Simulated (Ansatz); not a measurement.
The cluster Li4, relaxed as a singlet with RKS PBE/def2-TZVP in Ansatz, starting from the GFN1-xTB geometry. Force threshold 0.02 eV/Å.

The structure comes from a short search, and lower isomers may exist.

Start:

```xyz
4

Li    0.492    1.659   -0.190
Li   -0.079   -0.413   -1.344
Li   -1.410   -0.770    0.655
Li    0.998   -0.476    0.879
```

| step | energy (eV) | largest force component (eV/Å) | SCF passes |
| --- | --- | --- | --- |
| 1 | -813.6383 | 1.290 | 30 |
| 2 | -814.1629 | 0.597 | 30 |
| 3 | -814.3410 | 0.349 | 29 |
| 4 | -814.4535 | 0.233 | 28 |
| 5 | -814.5424 | 0.162 | 28 |
| 6 | -814.6166 | 0.105 | 28 |
| 7 | -814.6787 | 0.071 | 27 |
| 8 | -814.7231 | 0.044 | 24 |
| 9 | -814.7404 | 0.046 | 25 |
| 10 | -814.7414 | 0.017 | 26 |

Force components are those of the run's own axes.

End:

```xyz
4

Li    1.641    2.084   -0.731
Li   -0.582    0.038   -1.197
Li   -1.634   -2.091    0.727
Li    0.574   -0.031    1.201
```

By distances, no bond broke or formed, bridged metal pairs apart. The bond that changes most is Li2–Li3, from 2.43 to 3.06 Å (atoms count from 1). Metal–metal contacts that move far: Li2–Li3 2.43 to 3.06 Å, Li3–Li4 2.44 to 3.06 Å, Li1–Li2 2.44 to 3.06 Å, Li1–Li4 2.44 to 3.06 Å. The end is the same structure that another start reached, the lowest one found.

No frequencies were taken in this run, so the end may be a saddle point.

Hardware: 4 threads of Arm Neoverse V1 on a shared host. Wall time 3.4 s.
